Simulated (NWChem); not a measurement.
Molecule: CH₃BrOTe; SMILES CO[Te]Br

```xyz
7

Te     0.6475     0.6359    -0.0273
Br    -0.1795    -1.7436     0.0170
O     -0.9889     1.5743     0.5681
C     -2.0617     1.6927    -0.3372
H     -2.5305     0.7152    -0.5471
H     -2.8115     2.3395     0.1453
H     -1.7624     2.1512    -1.2965
```
Atoms are numbered in this order, from 1.

All runs: NWChem. The geometry was optimised at PBE0/def2-SVP. def2 effective core potentials on Te; no spin-orbit coupling.

For level Hartree-Fock/STO-3G (all-electron, non-relativistic):

- highest occupied level (eV): -6.56
- orbital gap (eV): 11.34
- dipole (D): 1.56

### Question
What are these values for level Hartree-Fock/def2-SVP (core potentials)?

### Answer
| Property | Result |
|---|---|
| highest occupied level (eV) | -8.87 |
| orbital gap (eV) | 9.66 |
| dipole (D) | 2.18 |
